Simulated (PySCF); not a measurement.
Computed with B3LYP-D3(BJ)/def2-TZVP (PySCF). Gas-phase values, no solvent. One relaxed conformer stands for a flexible species; it need not be the lowest. B3LYP has the VWN-RPA correlation part, as in Gaussian. Excitations are Tamm–Dancoff values on a coarser integration grid. The basis has no diffuse functions, so Rydberg states are missing or too high.

Reference species (SMILES): `[H]/B=C/O` (B–C–O–H torsion 0°) (neutral, multiplicity 1).

| Item | Value |
|---|---|
| S1–T1 gap (TDA) | 0.48 eV |
| HOMO | -5.68 eV |

Changed species: `C=BO` (C–B–O–H torsion 180°).

Task: Give the shifts of the S1–T1 gap (TDA) and HOMO.

Result: the S1–T1 gap (TDA) drops by 0.11 eV, to 0.37 eV; the HOMO falls by 0.22 eV, to -5.90 eV.
